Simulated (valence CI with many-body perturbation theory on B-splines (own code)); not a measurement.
# E1 line list for Zn XVIII

Calculated by relativistic CI+MBPT: three valence electrons over a frozen Dirac-Fock core [Ne], radial functions for each j: 11 s, 11 p, 10 d, 8 f, 5 g, 2 h, with the one-electron correlation potential Σ1, the two-electron term Σ2, the three-electron term Σ3, Breit, model QED; selected CI, second order for the rest, scaled by the run's own slope (own B-spline code, finite nucleus).

No measured spectrum was set against this ion. As an estimate, levels of excited configurations hold to 0.05 to 0.15 % of their energy, terms of the ground configuration to about 0.5 %.

Lines 101 to 150 of 591 in falling wavelength, among levels below 2635700 cm⁻¹, chosen from the strongest by gf and those to the six lowest levels. Wavelengths and rates use the calculated energies, so an error of 400 cm⁻¹ moves a line at 245.9 Å by 0.098 % and its rate by three times that or more. Electric multipoles are in the length gauge, E1 and E2 with the static RPA response of the core. Weak lines are less certain than strong ones. Lines between different terms over intervals too small for the method are left out, as are lines whose strength nearly cancels. Where a level lies close to another of its J and parity, the split of strength between their lines is uncertain. The highest levels of a list are the least certain.

Names give the largest LS component (configuration and term), which can be under half, so a name can repeat, a term be missing and a line seem to break the LS rules; names also repeat where a configuration has a term twice. Letters in brackets count levels of one name in rising energy.

| λ vac (Å) | Upper | Lower | A (s⁻¹) | log gf | Branch % |
| --- | --- | --- | --- | --- | --- |
| 245.9 | 3p3d² ²F°_5/2 [b] | 3p²3d ²P_3/2 [b] | 3.15e+09 | -0.77 | 8.6 |
| 245.5 | 3p²3d ⁴F_3/2 | 3s3p3d ⁴F°_5/2 | 6.25e+09 | -0.65 | 27.0 |
| 244.9 | 3p²3d ²D_3/2 [c] | 3s3p3d ²P°_3/2 [b] | 4.82e+09 | -0.76 | 5.1 |
| 244.5 | 3p3d² ²G°_9/2 [a] | 3p²3d ²F_7/2 [b] | 5.33e+09 | -0.32 | 11.2 |
| 241.8 | 3p²3d ²D_3/2 [c] | 3s3p3d ²D°_3/2 [b] | 6.62e+09 | -0.63 | 7.0 |
| 241.7 | 3p²3d ⁴F_9/2 | 3s3p3d ⁴F°_9/2 | 1.40e+10 | 0.09 | 62.1 |
| 240.9 | 3p3d² ²P°_1/2 [b] | 3s3d² ²D_3/2 | 8.64e+09 | -0.82 | 15.1 |
| 240.5 | 3p²3d ⁴F_3/2 | 3s3p3d ⁴F°_3/2 | 9.75e+09 | -0.47 | 42.1 |
| 240.1 | 3p²3d ²D_3/2 [c] | 3s3p3d ²P°_1/2 [b] | 4.94e+09 | -0.77 | 5.2 |
| 239.9 | 3p3d² ²D°_3/2 [a] | 3p²3d ²P_1/2 [b] | 4.86e+09 | -0.78 | 11.5 |
| 239.7 | 3p3d² ²D°_5/2 [a] | 3s3d² ²D_5/2 | 7.15e+09 | -0.43 | 7.4 |
| 239.5 | 3p3d² ²D°_5/2 [a] | 3s3d² ²D_3/2 | 4.27e+09 | -0.66 | 4.4 |
| 239.4 | 3d³ ²P_3/2 | 3p3d² ²D°_5/2 [b] | 4.86e+09 | -0.78 | 4.9 |
| 239.4 | 3p3d² ²P°_1/2 [c] | 3s3d² ²S_1/2 | 1.57e+10 | -0.57 | 11.8 |
| 239.1 | 3p²3d ⁴F_5/2 | 3s3p3d ⁴F°_5/2 | 7.32e+09 | -0.42 | 31.0 |
| 238.9 | 3p²3d ⁴P_5/2 | 3s3p3d ⁴D°_7/2 | 8.86e+09 | -0.34 | 12.2 |
| 238.0 | 3p²3d ⁴F_7/2 | 3s3p3d ⁴F°_7/2 | 8.02e+09 | -0.26 | 34.0 |
| 237.9 | 3p3d² ²P°_1/2 [c] | 3s3d² ²P_3/2 | 8.92e+09 | -0.82 | 6.7 |
| 237.4 | 3p³ ²D°_3/2 | 3s3p² ⁴P_5/2 | 3.89e+09 | -0.88 | 32.0 |
| 236.4 | 3p3d² ²P°_3/2 [c] | 3s3d² ²S_1/2 | 5.39e+09 | -0.74 | 4.1 |
| 236.2 | 3p²3d ⁴D_7/2 | 3s3p3d ⁴P°_5/2 | 4.34e+09 | -0.54 | 15.6 |
| 236.0 | 3p²3d ²D_3/2 [a] | 3s3p3d ⁴D°_5/2 | 7.95e+09 | -0.58 | 10.9 |
| 235.0 | 3p²3d ²D_5/2 [a] | 3s3p3d ²D°_5/2 [a] | 4.08e+09 | -0.69 | 5.7 |
| 234.9 | 3p3d² ²P°_3/2 [c] | 3s3d² ²P_3/2 | 2.52e+10 | -0.08 | 18.9 |
| 234.7 | 3p3d² ²P°_1/2 [c] | 3s3d² ²P_1/2 | 8.30e+09 | -0.86 | 6.3 |
| 234.4 | 3p3d² ²F°_7/2 [c] | 3s3d² ²G_9/2 | 5.92e+09 | -0.41 | 6.3 |
| 233.0 | 3p3d² ⁴S°_3/2 | 3s3d² ⁴P_5/2 | 5.19e+09 | -0.77 | 3.9 |
| 233.0 | 3p3d² ²F°_7/2 [c] | 3s3d² ²D_5/2 | 4.84e+09 | -0.50 | 5.2 |
| 232.8 | 3p3d² ⁴D°_7/2 [b] | 3s3d² ⁴F_9/2 | 6.52e+09 | -0.37 | 6.8 |
| 232.7 | 3d³ ²G_7/2 | 3p3d² ²F°_5/2 [d] | 1.54e+10 | 0.00 | 20.4 |
| 232.6 | 3d³ ²H_9/2 | 3p3d² ²G°_7/2 [b] | 2.83e+10 | 0.36 | 46.8 |
| 232.2 | 3s3p3d ⁴F°_3/2 | 3s3p² ²D_3/2 | 3.67e+08 | -1.93 | 34.1 |
| 232.1 | 3p3d² ⁴S°_3/2 | 3s3d² ⁴P_3/2 | 6.35e+09 | -0.69 | 4.8 |
| 231.8 | 3p3d² ²P°_3/2 [c] | 3s3d² ²P_1/2 | 4.99e+09 | -0.79 | 3.8 |
| 231.5 | 3p²3d ²D_3/2 [b] | 3s3p3d ²F°_5/2 [a] | 9.42e+09 | -0.52 | 24.9 |
| 231.4 | 3p3d² ⁴S°_3/2 | 3s3d² ⁴P_1/2 | 5.23e+09 | -0.78 | 4.0 |
| 231.1 | 3p²3d ⁴F_9/2 | 3s3p3d ⁴F°_7/2 | 3.26e+09 | -0.58 | 14.5 |
| 231.0 | 3p²3d ⁴F_7/2 | 3s3p3d ⁴F°_5/2 | 3.08e+09 | -0.71 | 13.1 |
| 230.9 | 3p3d² ⁴D°_5/2 [b] | 3s3d² ⁴F_7/2 | 7.15e+09 | -0.46 | 7.6 |
| 230.9 | 3p3d² ⁴D°_7/2 [b] | 3s3d² ⁴F_7/2 | 2.79e+09 | -0.75 | 2.9 |
| 230.4 | 3p³ ²D°_5/2 | 3s3p² ⁴P_5/2 | 3.87e+08 | -1.73 | 6.3 |
| 230.3 | 3p²3d ²D_5/2 [c] | 3s3p3d ²F°_7/2 [b] | 1.11e+10 | -0.28 | 11.8 |
| 230.3 | 3p3d² ⁴D°_3/2 [b] | 3s3d² ⁴F_5/2 | 8.35e+09 | -0.58 | 8.4 |
| 229.7 | 3p²3d ⁴P_1/2 | 3s3p3d ⁴P°_3/2 | 1.41e+10 | -0.65 | 15.3 |
| 229.7 | 3p3d² ²G°_7/2 [a] | 3p²3d ²F_5/2 [b] | 9.29e+09 | -0.23 | 19.1 |
| 229.4 | 3p3d² ²D°_5/2 [b] | 3s3d² ²F_7/2 | 1.25e+10 | -0.23 | 11.4 |
| 229.4 | 3p3d² ⁴D°_5/2 [b] | 3s3d² ⁴F_5/2 | 4.47e+09 | -0.67 | 4.8 |
| 229.1 | 3p3d² ⁴D°_3/2 [b] | 3s3d² ⁴F_3/2 | 5.42e+09 | -0.77 | 5.4 |
| 228.6 | 3d³ ²F_7/2 | 3p3d² ²D°_5/2 [b] | 2.19e+10 | 0.14 | 27.6 |
| 228.5 | 3p²3d ²D_3/2 [c] | 3s3p3d ²F°_5/2 [b] | 1.35e+10 | -0.38 | 14.2 |

How does gf follow from A for the line at 230.4 Å?

gf = 1.4992 × (2J+1)_upper × A / σ², with σ = 434008 cm⁻¹ and 2J+1 = 6: gf = 0.0185.
